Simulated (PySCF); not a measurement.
## Relaxation of singlet CrO₂Br₂

All numbers come from PBE0 in PySCF with Cr def2-SVP, O def2-SVP, Br def2-SVP; no relativity; density-fitted integrals. A (50,194) grid was used.

A hand-made tetrahedral start, of C2v symmetry, held to at least that symmetry:

Coordinates in bohr (charge 0 multiplicity 1):
```
Cr    0.0000    0.0000   -1.4383
O     0.0000    2.5923   -3.2710
O     0.0000   -2.5923   -3.2710
Br    3.6415    0.0000    1.1363
Br   -3.6415    0.0000    1.1363
```

Optimiser trace:
| step | E − E(last) (kJ/mol) | largest gradient (Eh/bohr) |
| --- | --- | --- |
| 0 | 131.16 | 0.11772 |
| 1 | 7.26 | 0.02457 |
| 2 | 1.11 | 0.01072 |
| 3 | 0.03 | 0.00350 |
| 4 | 0.00 | 0.00093 |
| 5 | 0.00 | 0.00006 |

It ends at C2v with Cr–Br 2.262 Å (×2), Cr–O 1.526 Å (×2); Br–Cr–Br 111.5°, Br–Cr–O 109.0° (×4), O–Cr–O 109.1° (after a last refinement on a finer grid). A frequency run shows a minimum.

Final geometry:
```xyz
5
charge 0 multiplicity 1, angstrom
Cr    0.0000    0.0000   -0.7148
O     0.0000    1.2430   -1.5998
O     0.0000   -1.2430   -1.5998
Br    1.8695    0.0000    0.5578
Br   -1.8695    0.0000    0.5578
```

Stability towards spin polarisation was not tested.

The relaxation took about 2.2 core-minutes on a shared host.
